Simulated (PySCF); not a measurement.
Ligands exchanged one at a time, B H-SiH3. All species are isolated molecules in the gas phase. Strings in code marks are SMILES.

The HOMO–LUMO gap from two functionals at the same geometries (B3LYP-D3(BJ)/def2-TZVP), both in PySCF: PBE-D3(BJ)/def2-TZVP and TPSSh-D3(BJ)/def2-TZVP. 

```
species                                              PBE-D3(BJ)/def2-TZVP (eV)  TPSSh-D3(BJ)/def2-TZVP (eV)
---------------------------------------------------  -------------------------  ---------------------------
0 of 3 H replaced by SiH3 (`B`)                                           5.44                         6.98
1 of 3 H replaced by SiH3 (`B[SiH3]`)                                     3.75                         5.03
2 of 3 H replaced by SiH3 (`B([SiH3])[SiH3]`)                             3.02                         4.16
3 of 3 H replaced by SiH3 (`[SiH3]B([SiH3])[SiH3]`)                       2.78                         3.86
```

Over these rows, drawn at random from the members with no instability flagged (it was tested for open shells, ions and some series alone), PBE minus TPSSh-D3(BJ): mean -1.26 eV, from -1.54 eV to -1.08 eV.
